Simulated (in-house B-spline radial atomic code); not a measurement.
Results of a calculation; reference values are marked as such.
Building a PAW d channel for Ru, r_c = 1.12 bohr

Ru, [Kr] 4d7 5s1, non-relativistic LDA (VWN5), spherical and spin-unpolarised, from an all-electron radial atomic-structure program (B-spline basis) (atomic units; all potentials screened as in the neutral atom).

Two all-electron partial waves φ1, φ2 are integrated outwards at E1 = ε(4d) = -0.210376 and E2 = E1 + 0.5 hartree; φ1 is the bound orbital and φ2 has unit norm inside r_c = 1.1154 bohr. Smooth partners are polynomials, r^3(a0 + a1 r² + a2 r⁴ + a3 r⁶), matched to φ and three derivatives at r_c, with no condition on the norm. The local potential is -27.2272 + (49.0463) r² + (-38.2346) r⁴ + (11.249) r⁶ inside 0.9132 bohr and the all-electron one outside.

```csv
wave,φ(r_c),φ'(r_c),a0,a1,a2,a3
1,0.8060435,0.169145,2.590648,-2.971488,1.400424,-0.249541
2,1.510811,-0.3028252,5.583307,-6.709081,3.207565,-0.5776902
```

Inside r_c the overlaps are <φi φj> = [[0.24996, 0.49964], [0.49964, 1.00000]] and, for the smooth waves, [[0.23479, 0.46887], [0.46887, 0.93744]]. With χj = (Ej − T − V_local) applied to smooth wave j, the program's quadrature gives the matrix B_ij = <smooth i, χj> as [[0.33632, 0.68663], [0.70201, 1.43504]].

(1) Check the match of the first wave, and find the augmentation charges q_ij.

(2) B isn't symmetric. Show that D_ij = B_ij + Ej q_ij is.

Solving (T + V_local + Σ p D p) ψ = E (1 + Σ p q p) ψ in a sphere of 9 bohr, whose wall lifts the free-atom level a little, gives these levels:

```csv
all-electron,one projector,two projectors
-0.210354,-0.210354,-0.210354
0.120225,0.120190,0.120225
0.409400,0.409140,0.409400
0.847303,0.846223,0.847301
1.425580,1.422260,1.425540
```

(3) What does the second projector gain?

Answers

(1) At r_c the four terms are 3.59501, -5.13012, 3.00797, -0.66683, which sum to 0.8060, φ1(r_c) to rounding. q_ij is the all-electron overlap less the smooth one: [[0.01517, 0.03077], [0.03077, 0.06256]]. The smooth first wave has a norm of 0.2348 inside r_c against 0.2500, and q11 > 0 puts back the missing charge.

(2) Integrating by parts gives B12 − B21 = (E1 − E2) q12: 0.68663 − (0.70201) = -0.01538, and −0.5 × (0.03077) = -0.01539. So D12 = 0.68663 + (0.289624)(0.03077) = 0.69554 and D21 = 0.70201 + (-0.210376)(0.03077) = 0.69554; D11 = 0.33313, D22 = 1.45316. The projectors, p = (B⁻¹)ᵀ χ, are dual to the smooth waves; det B = 0.00061, small beside B11 B22, as the two smooth waves look alike inside r_c.

(3) With one projector the errors are 0.00, -0.03, -0.26, -1.08, -3.32 millihartree. With two the errors are 0.00, 0.00, 0.00, 0.00, -0.04 millihartree. The scattering is exact at E1 and at E2 = 0.290, and over all levels compared the largest error is 0.04 millihartree. The lowest eigenvalue of the overlap operator is 1 with one and 1 with two projectors. The smooth orbital alone needs a cutoff of 22.8 hartree for 1 millihartree of kinetic energy, against 40.9 for a norm-conserving Troullier-Martins orbital of the same radius; part of the gain comes from giving up the norm, part from the simpler form.
